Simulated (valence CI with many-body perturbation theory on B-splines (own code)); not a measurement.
# Energy levels of Gd33+

Computed by configuration interaction combined with many-body perturbation theory (CI+MBPT): three valence electrons over a frozen Dirac-Fock core [Ar] 3d10, radial functions for each j: 9 s, 9 p, 8 d, 6 f, 3 g, 1 h, with the one-electron correlation potential Σ1 (screened to all orders), the two-electron term Σ2, the three-electron term Σ3, Breit, model QED; selected single and double excitations, second order for the rest, scaled by the run's own slope (own B-spline code, finite nucleus).

The last digits are not significant, and no measured levels were compared; by estimate large intervals hold to a few tenths of a per cent, small ones and those within an open d or f shell to about a per cent.

Levels 1 to 36 of 36, with energies above the lowest level, (4s^2 4p1/2) J=1/2. "Leading %" is the weight of the configuration and term that name the level; weights of strongly mixed levels are sums over their largest components and can fall short, so below about 35 % the name and the second component can differ from the true leading terms, or belong to a minority configuration. In the jj column 3d3/2^4 stands for four electrons in 3d with j = 3/2. Lifetimes count E1, E2, E3, M1 and M2 decay at the calculated energies, and are blank where another channel may lead or the interval is too uncertain; long ones can be off by a factor of two.

| No. | Configuration | Term | J | E (cm⁻¹) | Leading % | Second component | Leading jj | Lifetime |
| --- | --- | --- | --- | --- | --- | --- | --- | --- |
| 1 | 4s²4p | ²P° | 1/2 | 0 | 99 |  | 4s^2 4p1/2 (99 %) |  |
| 2 | 4s²4p | ²P° | 3/2 | 361760 | 99 |  | 4s^2 4p3/2 (99 %) | 2.31 μs |
| 3 | 4s4p² | ⁴P | 1/2 | 582330 | 66 | 24 % 4s4p² ²S | 4s 4p1/2^2 (94 %) | 71.7 ps |
| 4 | 4s4p² | ⁴P | 3/2 | 867340 | 93 | 5 % 4s4p² ²D | 4s 4p1/2 4p3/2 (99 %) | 572 ps |
| 5 | 4s4p² | ²D | 5/2 | 918930 | 52 | 47 % 4s4p² ⁴P | 4s 4p1/2 4p3/2 (96 %) | 132 ps |
| 6 | 4s4p² | ²D | 3/2 | 995530 | 70 | 24 % 4s4p² ²P | 4s 4p1/2 4p3/2 (93 %) | 7.87 ps |
| 7 | 4s4p² | ²P | 1/2 | 1020000 | 71 | 22 % 4s4p² ⁴P | 4s 4p1/2 4p3/2 (92 %) | 3.54 ps |
| 8 | 4s4p² | ⁴P | 5/2 | 1251600 | 51 | 41 % 4s4p² ²D | 4s 4p3/2^2 (90 %) | 92.3 ps |
| 9 | 4s²4d | ²D | 3/2 | 1349000 | 60 | 35 % 4s4p² ²P | 4s^2 4d3/2 (60 %) | 2.29 ps |
| 10 | 4s4p² | ²S | 1/2 | 1382400 | 69 | 18 % 4s4p² ²P | 4s 4p3/2^2 (97 %) | 5.21 ps |
| 11 | 4s4p² | ²P | 3/2 | 1428900 | 38 | 35 % 4s²4d ²D | 4s 4p3/2^2 (63 %) | 2.02 ps |
| 12 | 4s²4d | ²D | 5/2 | 1462900 | 90 | 7 % 4s4p² ²D | 4s^2 4d5/2 (90 %) | 3.06 ps |
| 13 | 4p³ | ²P° | 3/2 | 1590700 | 43 | 27 % 4p³ ²D° | 4p1/2^2 4p3/2 (93 %) | 6.75 ps |
| 14 | 4s4p4d | ⁴F° | 3/2 | 1829000 | 78 | 14 % 4s4p4d ²D° | 4s 4p1/2 4d3/2 (95 %) | 31.5 ps |
| 15 | 4s4p4d | ⁴F° | 5/2 | 1857000 | 38 | 22 % 4s4p4d ²D° | 4s 4p1/2 4d3/2 (75 %) | 92.4 ps |
| 16 | 4p³ | ⁴S° | 3/2 | 1896000 | 49 | 30 % 4p³ ²D° | 4p1/2 4p3/2^2 (79 %) | 4.03 ps |
| 17 | 4p³ | ²D° | 5/2 | 1916800 | 47 | 34 % 4s4p4d ⁴F° | 4p1/2 4p3/2^2 (47 %) | 8.35 ps |
| 18 | 4s4p4d | ⁴D° | 1/2 | 1953600 | 68 | 24 % 4s4p4d ²P° | 4s 4p1/2 4d3/2 (94 %) | 1.72 ps |
| 19 | 4s4p4d | ⁴D° | 3/2 | 1956700 | 47 | 28 % 4s4p4d ⁴P° | 4s 4p1/2 4d3/2 (69 %) | 2.07 ps |
| 20 | 4s4p4d | ⁴P° | 5/2 | 1971900 | 48 | 23 % 4s4p4d ⁴D° | 4s 4p1/2 4d5/2 (84 %) | 3.74 ps |
| 21 | 4s4p4d | ⁴F° | 7/2 | 1979000 | 59 | 20 % 4s4p4d ⁴D° | 4s 4p1/2 4d5/2 (90 %) | 8.84 ps |
| 22 | 4p³ | ²P° | 1/2 | 1991600 | 93 | 6 % 4s4p4d ²P° | 4p1/2 4p3/2^2 (93 %) | 3.97 ps |
| 23 | 4s4p4d | ²F° | 5/2 | 2059800 | 69 | 14 % 4p³ ²D° | 4s 4p1/2 4d5/2 (68 %) | 4.12 ps |
| 24 | 4s4p4d | ²D° | 3/2 | 2090500 | 38 | 37 % 4s4p4d ²P° | 4s 4p1/2 4d5/2 (57 %) | 2.03 ps |
| 25 | 4s4p4d | ⁴D° | 3/2 | 2242500 | 32 | 28 % 4s4p4d ⁴P° | 4s 4p3/2 4d3/2 (81 %) | 2.65 ps |
| 26 | 4s4p4d | ⁴D° | 5/2 | 2246800 | 55 | 16 % 4s4p4d ⁴F° | 4s 4p3/2 4d3/2 (92 %) | 2.06 ps |
| 27 | 4s4p4d | ⁴P° | 1/2 | 2247900 | 88 | 12 % 4s4p4d ⁴D° | 4s 4p3/2 4d3/2 (98 %) | 2.50 ps |
| 28 | 4s4p4d | ⁴F° | 9/2 | 2254000 | 100 |  | 4s 4p3/2 4d5/2 (100 %) | 2.93 μs |
| 29 | 4s4p4d | ⁴D° | 7/2 | 2258200 | 49 | 34 % 4s4p4d ⁴F° | 4s 4p3/2 4d3/2 (66 %) | 2.46 ps |
| 30 | 4p³ | ²P° | 3/2 | 2277100 | 26 | 24 % 4s4p4d ⁴P° | 4p3/2^3 (46 %) | 4.10 ps |
| 31 | 4s4p4d | ²D° | 3/2 | 2325700 | 66 | 15 % 4s4p4d ⁴P° | 4s 4p3/2 4d3/2 (62 %) | 1.80 ps |
| 32 | 4s4p4d | ²D° | 5/2 | 2330400 | 47 | 36 % 4s4p4d ⁴P° | 4s 4p3/2 4d5/2 (97 %) | 4.22 ps |
| 33 | 4s4p4d | ²F° | 5/2 | 2354100 | 62 | 22 % 4s²4f ²F° | 4s 4p3/2 4d3/2 (71 %) | 2.21 ps |
| 34 | 4s4p4d | ²F° | 7/2 | 2384400 | 77 | 17 % 4s4p4d ⁴D° | 4s 4p3/2 4d5/2 (69 %) | 2.53 ps |
| 35 | 4s4p4d | ²F° | 7/2 | 2387200 | 64 | 17 % 4s²4f ²F° | 4s 4p3/2 4d5/2 (80 %) | 8.58 ps |
| 36 | 4s4p4d | ²P° | 1/2 | 2398000 | 77 | 18 % 4s4p4d ⁴D° | 4s 4p3/2 4d3/2 (84 %) | 1.47 ps |

Where two levels of one J and parity lie close, their mixing, g and order are uncertain.

The ionisation energy to 4s² ¹S0 of the next ion comes out as 1370.2 eV (NIST: 1368 ± 5 eV (theoretical)). All 36 levels together are meant to be complete up to 2418700 cm⁻¹.
